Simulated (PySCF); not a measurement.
**A small calculation by hand: chemical shift, span and skew from a shielding tensor**

C4H7FSi, SMILES C=C/C=C\[SiH2]F. Atoms are numbered in the order given.

```xyz
13

C     -0.3817     3.2841     0.0000
C     -0.3437     1.9417     0.0000
C      0.8875     1.1619     0.0000
C      0.9542    -0.1872     0.0000
Si    -0.4910    -1.3638     0.0000
F      0.1302    -2.8732     0.0000
H      0.5391     3.8759     0.0000
H     -1.3269     3.8317     0.0000
H     -1.2913     1.3878     0.0000
H      1.8157     1.7484     0.0000
H      1.9499    -0.6484     0.0000
H     -1.3408    -1.2228     1.2150
H     -1.3408    -1.2228    -1.2150
```

Geometry optimised at B3LYP-D3(BJ)/def2-SVP. The structure was generated by enumeration; whether it is a known compound was not checked. One conformer was computed; it need not be the lowest.

GIAO shieldings from PySCF with HF/pcSseg-1, non-relativistic, no solvent. The symmetric part of the tensor of C2 has the principal values -84.4, 69.6, 161.8 ppm. The same nucleus in TMS has σ = 192.6 ppm at this level (PySCF, at its B3LYP-D3(BJ)/def2-TZVP geometry).

### Question
Work out the isotropic shielding, the ¹³C shift against TMS, the span and the skew.

### Answer

σ(iso) = (σ11 + σ22 + σ33)/3 = 49.0 ppm. δ = σ(ref) − σ(iso) = 192.6 − (49.0) = 143.6 ppm.
Span Ω = σ33 − σ11 = 246.2 ppm. Skew κ = 3(σ(iso) − σ22)/Ω = -0.25. Tumbling in solution averages the tensor to δ; in a static solid the shielding alone would spread this spin-1/2 line over Ω.
